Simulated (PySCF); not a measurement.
2-methylidenefuran-3-one (C5H4O2), SMILES C=C1OC=CC1=O. Coordinates come from a PBE-D3(BJ)/def2-SVP optimisation.

Computed equilibrium geometry at PBE-D3(BJ)/def2-SVP (PySCF confirms it by a frequency run) as bond lengths and angles, and its point group:
point group Cs.
Atoms: C1 C2 O3 C4 C5 C6 O7 H8 H9 H10 H11. Bonded distances (Å): C1–C2 1.343, C1–H8 1.100, C1–H9 1.099, C2–O3 1.387, C2–C6 1.516, O3–C4 1.369, C4–C5 1.360, C4–H10 1.098, C5–C6 1.472, C5–H11 1.094, C6–O7 1.226. Bond angles (°): C2–C1–H8 117.2, C2–C1–H9 122.4, H8–C1–H9 120.4, C1–C2–O3 123.3, C1–C2–C6 127.9, O3–C2–C6 108.8, C2–O3–C4 106.7, O3–C4–C5 114.9, O3–C4–H10 114.0, C5–C4–H10 131.1, C4–C5–C6 106.6, C4–C5–H11 127.3, C6–C5–H11 126.2, C2–C6–C5 103.1, C2–C6–O7 125.9, C5–C6–O7 131.0.
Charge 0, spin multiplicity 1.
